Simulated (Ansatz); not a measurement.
Calculated with Ansatz (gas phase, PBE0-D4/def2-TZVP geometries, no zero-point term in ΔE). CBS: MP2 limit from def2 TZ/QZ plus the TZ coupled-cluster correction, frozen cores. This one scheme is used for every species. DFT in def2-TZVPP. B3LYP here is the variant with VWN-RPA as its local correlation; programs differ in this. HSE06 is defined as in plane-wave codes. One conformer a species, not always the lowest.

Reaction (ligand exchange at a B–S bond): `SB(S)Cl` + `O[SiH3]` → `[SiH3]OB(S)Cl` + H₂S

```tsv
level	ΔE (kJ/mol)	difference from CCSD(T)/CBS
LDA (SPW92)	-51.3	5.2
PBE0-D4	-51.1	5.4
r2SCANh-D4	-55.0	1.5
HSE06-D4	-50.9	5.6
BHLYP-D4	-67.8	-11.3
PBE	-45.0	11.5
PBE0	-49.7	6.8
B3LYP	-59.8	-3.3
r2SCAN0	-55.6	0.9
HSE06	-49.5	7.0
BHLYP	-66.4	-9.9
LC-ωPBE	-55.3	1.2
SCS-MP2/def2-TZVPP	-57.5	-1.0
CCSD/def2-TZVPP	-62.5	-6.0
SCS-MP2/def2-QZVPP	-56.7	-0.2
MP2/CBS(def2)	-50.0	6.5
CCSD(T)/CBS	-56.5	0
```

Largest T1 diagnostic among the species: 0.013.

At CCSD(T), def2-SVP lies −12.3 kJ/mol from the extrapolated value and def2-TZVPP −2.5 kJ/mol. From BLYP to BHLYP (50 % exact exchange), in def2-TZVPP and without D4, ΔE moves by −10.2 kJ/mol.
